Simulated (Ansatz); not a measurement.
Ligands exchanged one at a time, Ga Cl-Br. All species are isolated molecules in the gas phase. Strings in code marks are SMILES.

Quantity: vertical ionisation energy (energy after one electron is removed minus that of the parent at the parent's geometry), in eV.

Case: `[Cl][Ga]([Cl])[Br]`. Geometry of `[Br][Ga]([Cl])[Cl]` (neutral, multiplicity 1, Å):

```xyz
4

Cl    -1.7190    -1.2567     0.0106
Ga     0.0026    -0.0288    -0.0006
Cl     1.9145    -0.9308    -0.0546
Br    -0.1980     2.2163     0.0446
```

Q: Give the vertical ionisation energy (energy after one electron is removed minus that of the parent at the parent's geometry) at the level HF/cc-pVTZ // PBE0-D3(BJ)/def2-TZVP (Ansatz, a program for electronic structure).

A: 10.52 eV.
